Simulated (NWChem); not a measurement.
The numbers come from NWChem runs, not from measurements. System: C₂H₄NO, charge 0, spin multiplicity 2, at a geometry optimised with UB3LYP/def2-SVP. The structure started from a generated list of species. Its SCF solution wasn't tested for a lower state. Level: UBHandHLYP/def2-TZVP.

Job file:

```
start mol
memory heap 200 mb stack 900 mb global 1100 mb
geometry units angstroms nocenter noautoz
  C      0.776849    -1.180824     0.000000
  C     -0.125739    -0.029798     0.000000
  N      0.473608     1.207785     0.000000
  O     -1.345343    -0.161491     0.000000
  H      0.323157    -2.172530     0.000000
  H      1.866087    -1.085726     0.000000
  H     -0.124508     2.024821     0.000000
  H      1.476093     1.334596     0.000000
  symmetry group Cs
end
basis spherical
  * library def2-tzvp
end
dft
  xc bhlyp
  odft
  mult 2
  semidirect memsize 60000000 filesize 0
  iterations 100
end
task dft energy
```

NWChem printed:

```
             Northwest Computational Chemistry Package (NWChem) 7.3.0
             --------------------------------------------------------

                                NWChem Input Module
                                -------------------

 Scaling coordinates for geometry "geometry" by  1.889725989
 (inverse scale =  0.529177249)

 Turning off AUTOSYM since
 SYMMETRY directive was detected!

                             Geometry "geometry" -> ""
                             -------------------------

 Output coordinates in angstroms (scale by  1.889725989 to convert to a.u.)

  No.       Tag          Charge          X              Y              Z
 ---- ---------------- ---------- -------------- -------------- --------------
    1 C                    6.0000     0.77684900    -1.18082400     0.00000000
    2 C                    6.0000    -0.12573900    -0.02979800     0.00000000
    3 N                    7.0000     0.47360800     1.20778500     0.00000000
    4 O                    8.0000    -1.34534300    -0.16149100     0.00000000
    5 H                    1.0000     0.32315700    -2.17253000     0.00000000
    6 H                    1.0000     1.86608700    -1.08572600     0.00000000
    7 H                    1.0000    -0.12450800     2.02482100     0.00000000
    8 H                    1.0000     1.47609300     1.33459600     0.00000000

 Effective nuclear repulsion energy (a.u.)     113.7415082456

            Nuclear Dipole moment (a.u.)
            ----------------------------
        X                 Y               Z
 ---------------- ---------------- ----------------
     0.0000018897    -0.0000075589     0.0000000000

      Symmetry information
      --------------------

 Group name             Cs
 Group number              2
 Group order               2
 No. of unique centers     8

      Symmetry unique atoms

     1    2    3    4    5    6    7    8


 Summary of "ao basis" -> "" (spherical)
 ------------------------------------------------------------------------------
       Tag                 Description            Shells   Functions and Types
 ---------------- ------------------------------  ------  ---------------------
 *                         def2-tzvp                  on all atoms

                                 NWChem DFT Module
                                 -----------------

 Summary of "ao basis" -> "ao basis" (spherical)
 ------------------------------------------------------------------------------
       Tag                 Description            Shells   Functions and Types
 ---------------- ------------------------------  ------  ---------------------
 C                         def2-tzvp                11       31   5s3p2d1f
 N                         def2-tzvp                11       31   5s3p2d1f
 O                         def2-tzvp                11       31   5s3p2d1f
 H                         def2-tzvp                 4        6   3s1p

 Summary of "ao basis" -> "ao basis" (spherical)
 ------------------------------------------------------------------------------
       Tag                 Description            Shells   Functions and Types
 ---------------- ------------------------------  ------  ---------------------
 C                         def2-tzvp                11       31   5s3p2d1f
 N                         def2-tzvp                11       31   5s3p2d1f
 O                         def2-tzvp                11       31   5s3p2d1f
 H                         def2-tzvp                 4        6   3s1p
[...]
    70     -0.107102  3 N  pz                39      0.103385  2 C  pz

 Vector   17  Occ=0.000000D+00  E= 5.395093D-02  Symmetry=a'
              MO Center=  1.5D+00,  1.2D+00,  4.8D-16, r^2= 5.1D+00
   Bfn.  Coefficient  Atom+Function         Bfn.  Coefficient  Atom+Function
  ----- ------------  ---------------      ----- ------------  ---------------
    67      2.107941  3 N  s                145     -1.546914  8 H  s
     5      1.212727  1 C  s                133     -1.065142  6 H  s
    36     -0.904816  2 C  s                139     -0.795834  7 H  s
    12      0.411321  1 C  px                74      0.291106  3 N  px
    43     -0.286590  2 C  px                 4      0.270970  1 C  s

 Vector   18  Occ=0.000000D+00  E= 1.034825D-01  Symmetry=a'
              MO Center=  5.7D-01,  1.4D+00,  1.5D-14, r^2= 7.1D+00
   Bfn.  Coefficient  Atom+Function         Bfn.  Coefficient  Atom+Function
  ----- ------------  ---------------      ----- ------------  ---------------
   139     -1.970314  7 H  s                133      1.929462  6 H  s
    12     -0.999292  1 C  px                 5     -0.935040  1 C  s
    74     -0.732244  3 N  px               145      0.665076  8 H  s
    67      0.515501  3 N  s                 75      0.486649  3 N  py
    43      0.386544  2 C  px                44      0.353424  2 C  py

   alpha - beta orbital overlaps
   -----------------------------

   alpha      1      2      3      4      5      6      7      8      9     10
    beta      1      2      3      4      5      6      7      8      9     10
 overlap   1.000  1.000  1.000  1.000  0.999  0.999  0.994  0.993  0.996  0.998

   alpha     11     12     13     14     15     16     17     18     19     20
    beta     11     13     12     15     14     16     17     20     18     19
 overlap   0.995  0.983  0.996  0.987  1.000  0.958  0.999  0.978  0.996  0.995

   alpha     21     22     23     24     25     26     27     28     29     30
    beta     21     22     23     24     25     26     28     27     29     30
 overlap   0.999  0.997  0.998  0.996  0.881  0.984  0.891  0.981  0.990  0.999

   alpha     31     32     33     34     35     36     37     38     39     40
    beta     31     32     33     34     35     36     37     38     40     39
 overlap   0.974  0.960  0.848  0.862  0.987  0.995  0.998  0.999  0.971  0.998

   alpha     41     42     43     44     45     46     47     48     49     50
    beta     41     42     44     43     45     46     47     48     49     50
 overlap   0.971  1.000  0.998  1.000  0.999  0.992  0.999  0.991  1.000  0.998

   alpha     51     52     53     54     55     56     57     58     59     60
    beta     51     52     53     54     55     56     57     59     58     60
 overlap   1.000  0.990  0.998  0.981  0.982  1.000  1.000  0.984  1.000  0.996

   alpha     61     62     63     64     65     66     67     68     69     70
    beta     61     62     64     63     65     66     67     69     68     70
 overlap   0.994  0.992  0.985  0.991  1.000  1.000  0.997  0.986  0.998  0.987

   alpha     71     72     73     74     75     76     77     78     79     80
    beta     71     72     73     74     75     76     77     78     79     80
 overlap   0.997  1.000  0.999  0.999  1.000  0.999  1.000  1.000  0.998  1.000

   alpha     81     82     83     84     85     86     87     88     89     90
    beta     81     82     83     84     85     86     87     88     89     90
 overlap   0.997  0.998  0.999  0.984  0.977  0.999  0.991  0.999  0.995  0.999

   alpha     91     92     93     94     95     96     97     98     99    100
    beta     91     92     93     94     95     96     97     98     99    100
 overlap   0.988  0.976  0.989  0.974  0.991  0.991  0.990  0.995  0.999  0.995

   alpha    101    102    103    104    105    106    107    108    109    110
    beta    101    102    103    104    105    106    107    108    109    110
 overlap   0.997  0.998  0.998  0.995  0.994  0.995  0.999  0.999  1.000  1.000

   alpha    111    112    113    114    115    116    117    118    119    120
    beta    111    112    113    114    115    116    117    118    119    120
 overlap   0.999  0.998  0.999  1.000  1.000  0.999  1.000  1.000  1.000  0.999

   alpha    121    122    123    124    125    126    127    128    129    130
    beta    121    122    123    124    125    126    127    128    129    130
 overlap   0.999  1.000  1.000  1.000  1.000  1.000  1.000  0.999  1.000  0.997

   alpha    131    132    133    134    135    136    137    138    139    140
    beta    131    132    133    134    135    136    137    138    139    140
 overlap   0.998  1.000  1.000  1.000  1.000  1.000  1.000  1.000  1.000  0.999

   alpha    141    142    143    144    145    146    147    148
    beta    141    142    143    144    145    146    147    148
 overlap   0.999  1.000  1.000  1.000  1.000  1.000  1.000  1.000

     --------------------------
     Expectation value of S2:
     --------------------------
      <S2> =      0.7629 (Exact =     0.7500)

 center of mass
 --------------
 x =  -0.11413456 y =  -0.00312128 z =   0.00000000

 moments of inertia (a.u.)
 ------------------
         176.619808081620           1.791911829398           0.000000000000
           1.791911829398         161.187768688317           0.000000000000
           0.000000000000           0.000000000000         337.807576769937

     Multipole analysis of the density
     ---------------------------------

     L   x y z        total         alpha         beta         nuclear
     -   - - -        -----         -----         ----         -------
     0   0 0 0     -0.000000    -16.000000    -15.000000     31.000000

     1   1 0 0      1.543154      0.301414      1.241739      0.000002
     1   0 1 0      0.410495      1.171088     -0.760585     -0.000008
     1   0 0 1     -0.000000     -0.000000     -0.000000      0.000000

     2   2 0 0    -18.873735    -56.774183    -53.328125     91.228573
     2   1 1 0     -0.255759      2.599219     -0.178486     -2.676492
     2   1 0 1      0.000000      0.000000      0.000000      0.000000
     2   0 2 0    -13.688642    -63.904608    -58.954972    109.170938
     2   0 1 1      0.000000      0.000000     -0.000000      0.000000
     2   0 0 2    -19.074082    -10.612664     -8.461418      0.000000

 Task  times  cpu:       12.8s     wall:       12.8s

 Total times  cpu:       12.8s     wall:       12.8s
```
